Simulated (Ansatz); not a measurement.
Cost and result up the ladder for Cd10Te10H28 (48 atoms). Total charge 0; singlet. Geometry: PBE-D4/def2-SVP, loosely relaxed.

Cartesian coordinates in Å:
```
Cd 1.450 -2.035 4.340
Cd 4.218 0.536 -2.002
Cd 1.467 0.390 -4.125
Cd -3.484 -1.896 2.588
Cd -2.680 -1.109 -5.009
Cd 0.957 -1.157 -0.184
Cd 0.496 1.769 3.322
Cd -1.044 4.296 -0.673
Cd -2.559 1.640 0.166
Cd -2.910 2.093 -4.174
Te 3.701 -1.709 -0.110
Te -0.487 -2.224 2.126
Te 2.948 0.171 3.417
Te -0.471 -1.446 -2.623
Te 3.508 2.948 -0.200
Te -0.308 2.761 -3.192
Te -3.763 -2.957 -0.303
Te -3.729 0.951 2.652
Te -3.818 0.216 -1.954
Te 0.286 1.517 0.544
H 1.384 -3.111 5.651
H 2.991 -4.141 3.075
H 6.450 0.587 0.874
H 5.788 0.722 -2.646
H 1.387 0.222 -5.813
H 2.455 0.577 -2.615
H -4.092 -3.100 3.643
H -3.236 -2.692 -5.067
H -0.269 2.519 4.641
H -1.063 -0.047 5.534
H -0.037 5.618 -0.362
H -2.664 3.478 -0.376
H -2.221 0.549 -5.304
H -4.183 3.022 -4.832
H 3.528 -2.766 -1.411
H 3.130 -3.705 2.452
H -0.451 -3.911 2.103
H 6.147 0.524 1.579
H 3.484 0.558 4.967
H 0.142 -2.929 -3.124
H 5.152 3.368 -0.133
H 3.696 2.093 1.241
H -0.087 3.939 -4.374
H -3.931 -4.477 0.445
H -5.442 -2.844 -0.362
H -5.294 0.851 2.036
H -1.297 -0.757 5.345
H -5.246 1.098 -1.774
```

Ansatz on 11 threads of AMD EPYC 7R13 on a shared host and a whole NVIDIA H100 80GB HBM3. Times are rough, and most runs start from the orbitals of an earlier one. PBE0-D4/def2-TZVP serves as the yardstick here, not as an exact answer. Differences are given only for rows in sets of like size (and for xTB, whose basis is part of the method), since another set adds its own error. Binding counts from free atoms at the same level (Cd singlet, Te triplet, H doublet; other spins of the atoms weren't run), without zero-point energy or a counterpoise term.

In the def2 sets Cd, Te take a core potential; there is no spin–orbit coupling. Single mean-field runs in def2-SVP, def2-TZVP are fitted with def2-universal-jkfit. In the singlet geometry the species has come apart into loosely held pieces. In the singlet, H23 and H38 lie 0.77 Å apart, H30 and H47 lie 0.77 Å apart, H22 and H36 lie 0.77 Å apart (atoms count from 1), so H2 has formed as a molecule.

```
                         level  functions  wall time  binding energy per atom (eV)  difference from PBE0-D4/def2-TZVP (eV)         remarks
               PBE-D4/def2-SVP        710      6.5 s                          1.91                                       –  loose geometry
              PBE0-D4/def2-SVP        710        7 s                          1.90                                       –  loose geometry
           r2SCAN-D4/def2-TZVP       1068       11 s                          1.92                                    0.02  loose geometry
             PBE0-D4/def2-TZVP       1068       20 s                          1.90                                    0.00  loose geometry
PBE-D4/def2-TZVP (with forces)       1068       28 s                          1.91                                    0.00  loose geometry
```
